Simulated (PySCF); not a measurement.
All values below come from PBE-D3(BJ)/def2-TZVP // PBE0-D3(BJ)/def2-SVP in PySCF 2.14.0. Gas-phase values, no solvent. One relaxed conformer stands for a flexible species; it need not be the lowest. Excitations are Tamm–Dancoff values on a coarser integration grid. The basis has no diffuse functions, so Rydberg states are missing or too high.

Reference species (SMILES): `B[C@@]12CC[C@@H](C1)[C@@H](S)C2` (neutral, multiplicity 1).

```
Item                    Value
-------------------  --------
T1 excitation (TDA)   3.09 eV
HOMO                 -5.46 eV
HOMO–LUMO gap         3.10 eV
```

Changed species: `B[C@@H]1C[C@@H]2CC[C@H]1[C@@H]2S`.

Predict the effect on the T1 excitation (TDA), HOMO and HOMO–LUMO gap.

the T1 excitation (TDA) rises by 0.25 eV, to 3.34 eV; the HOMO falls by 0.12 eV, to -5.58 eV; the HOMO–LUMO gap increases by 0.28 eV, to 3.38 eV.
